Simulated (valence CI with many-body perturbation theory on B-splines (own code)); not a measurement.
## Cs6+: calculated level list

Method: relativistic CI+MBPT: three valence electrons over a frozen Dirac-Fock core [Kr] 4d10, a basis of 7 s, 7 p, 7 d, 7 f, 4 g, 2 h functions for each j, with the one-electron correlation potential Σ1, the two-electron term Σ2, the three-electron term Σ3, Breit, model QED; selected CI, second order for the rest, scaled by the run's own slope (own B-spline code, finite nucleus).

Set against measurement, 26 paired levels are off by 257 cm⁻¹ on average, the worst by 947. These come from a selection out of Sansonetti, J. Phys. Chem. Ref. Data 38, 761 (2009). Levels without a partner in it may be off by more, other configurations by several thousand cm⁻¹. 1 measured level below the end of the list, from 297071 cm⁻¹ on, found no clear computed partner, and computed levels of the same name lie up to 1369 cm⁻¹ from them.

Levels 1 to 38 of 38, with energies above the lowest level, 5s²5p ²P°_1/2. "Leading %" is the weight of the configuration and term that name the level; weights of strongly mixed levels are sums over their largest components and can fall short, so below about 35 % the name and the second component can differ from the true leading terms, or belong to a minority configuration. Lifetimes count E1, E2, E3, M1 and M2 decay at the calculated energies, and are blank where another channel may lead or the interval is too uncertain; long ones can be off by a factor of two.

```
No.  Configuration  Term     J  E (cm⁻¹)  Leading %       g  Second component  Lifetime
  1          5s²5p   ²P°   1/2       0.0         98   0.665                            
  2          5s²5p   ²P°   3/2     19385         98   1.334                     15.1 ms
  3          5s5p²    ⁴P   1/2    103950         93   2.614      6 % 5s5p² ²S   10.1 ns
  4          5s5p²    ⁴P   3/2    113960         98   1.722                     67.1 ns
  5          5s5p²    ⁴P   5/2    122000         84   1.540     14 % 5s5p² ²D   11.5 ns
  6          5s5p²    ²D   3/2    141110         86   0.835      6 % 5s²5d ²D    579 ps
  7          5s5p²    ²D   5/2    147070         77   1.261     15 % 5s5p² ⁴P   1.40 ns
  8          5s5p²    ²P   1/2    158470         64   1.164     30 % 5s5p² ²S   96.6 ps
  9          4f5s²   ²F°   5/2    166890         97   0.856                      402 ns
 10          4f5s²   ²F°   7/2    167670         97   1.143                      377 ns
 11          5s5p²    ²S   1/2    178420         62   1.560     33 % 5s5p² ²P    124 ps
 12          5s5p²    ²P   3/2    179850         91   1.306                     70.3 ps
 13          5s²5d    ²D   3/2    206540         87   0.803      7 % 5s5p² ²D   46.8 ps
 14          5s²5d    ²D   5/2    209380         88   1.201      6 % 5s5p² ²D   54.7 ps
 15            5p³   ⁴S°   3/2    260730         37   1.375      31 % 5p³ ²D°    159 ps
 16         4f5s5p    ⁴G   5/2    263460         64   0.721    23 % 4f5s5p ⁴F   25.7 ns
 17         4f5s5p    ⁴F   7/2    265110         48   1.140    42 % 4f5s5p ⁴G   78.2 ns
 18         4f5s5p    ⁴F   3/2    268010         90   0.459     6 % 4f5s5p ⁴D   5.35 ns
 19         4f5s5p    ⁴F   5/2    268540         49   1.001    27 % 4f5s5p ²F   7.67 ns
 20         4f5s5p    ⁴F   9/2    268750         55   1.258    40 % 4f5s5p ⁴G   21.9 ns
 21         4f5s5p    ²F   7/2    268960         48   1.165    21 % 4f5s5p ⁴D   7.47 ns
 22            5p³   ⁴S°   3/2    270930         52   1.430      36 % 5p³ ²D°    131 ps
 23            5p³   ²D°   5/2    272260         77   1.199   20 % 5s5p5d ²D°    476 ps
 24          5s²6s    ²S   1/2    274300         97   2.002                     42.1 ps
 25         4f5s5p    ²F   5/2    274980         54   0.846    25 % 4f5s5p ⁴G   11.8 ns
 26         4f5s5p    ²F   7/2    277020         30   1.086    24 % 4f5s5p ⁴G   14.9 ns
 27         4f5s5p    ⁴G   9/2    281540         57   1.241    42 % 4f5s5p ⁴F    469 ns
 28         4f5s5p    ⁴G  11/2    283530         99   1.273                            
 29         4f5s5p    ⁴D   7/2    284030         48   1.269    30 % 4f5s5p ⁴F   12.1 ns
 30         4f5s5p    ⁴D   5/2    286740         75   1.285    18 % 4f5s5p ⁴F   12.5 ns
 31         4f5s5p    ⁴D   3/2    288880         92   1.142     7 % 4f5s5p ⁴F   32.0 ns
 32         4f5s5p    ²G   7/2    289690         60   1.022    24 % 4f5s5p ²F   3.89 ns
 33         4f5s5p    ⁴D   1/2    290110         99  -0.003                     12.8 μs
 34            5p³   ²P°   1/2    293290         86   0.666   12 % 5s5p5d ²P°    168 ps
 35         5s5p5d   ⁴F°   3/2    294590         91   0.446                     1.05 ns
 36         4f5s5p    ²D   5/2    296190         74   1.149    14 % 4f5s5p ²F   1.22 ns
 37         4f5s5p    ²G   9/2    297980         96   1.114                     67.6 ns
 38         5s5p5d   ⁴F°   5/2    298440         90   1.047    5 % 5s5p5d ⁴D°    686 ps
```

Names give the largest LS component (configuration and term), which can be under half, so a name can repeat, a term be missing and a line seem to break the LS rules; names also repeat where a configuration has a term twice.

The ionisation energy to 5s² ¹S0 of the next ion comes out as 83.326 eV (NIST: 82.9 ± 2 eV (theoretical)). All 38 levels together are meant to be complete up to 300440 cm⁻¹.
